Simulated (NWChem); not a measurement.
Molecule: MgHOF; SMILES [OH][Mg][F]

```xyz
4

Mg     0.1412    -0.2608     0.0000
F     -0.3352    -1.9546     0.0000
O      0.6156     1.4262     0.0000
H      0.8732     2.3410     0.0000
```
Atoms are numbered in this order, from 1.

Results from NWChem. Pople sets run with spherical d functions. Coordinates come from a PBE0/def2-SVP optimisation. GIAO values for the isolated, static molecule; σ is the absolute isotropic shielding, δ = σ(reference) − σ with the isolated reference molecule computed at the same levels (19F: trichlorofluoromethane, 1H: tetramethylsilane, 17O: water).

For level B3LYP/6-311G**:

```
Item        Result
----------  ------
δ F2 (ppm)  -244.1
δ O3 (ppm)   -42.3
δ H4 (ppm)   -0.28
```

Q: What are these values for level BHandHLYP/pcSseg-1?

A: The δ F2 (ppm) is -251.5. The δ O3 (ppm) is -69.3 and the δ H4 (ppm) comes out as 0.01.
